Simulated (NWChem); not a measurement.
Species: Ge, triplet

All runs: NWChem. Pople sets run with spherical d functions. Spin-unrestricted. The open p shell is one determinant without spherical averaging. No stability test was run on the SCF state. Total energies compare along this basis series because the functional is fixed.

```csv
level,basis functions,energy (Ha),highest occupied level (eV),"lowest empty minus highest occupied level, either spin (eV)"
CAM-B3LYP/STO-3G,18,-2052.8968,-0.44,2.93
CAM-B3LYP/3-21G,22,-2066.9603,-6.21,4.31
CAM-B3LYP/6-31G*,32,-2076.7586,-6.50,4.39
CAM-B3LYP/6-311G**,44,-2077.0019,-6.50,4.37
CAM-B3LYP/def2-TZVPD,54,-2077.0384,-6.45,4.42
CAM-B3LYP/def2-QZVP,75,-2077.0852,-6.51,4.37
```
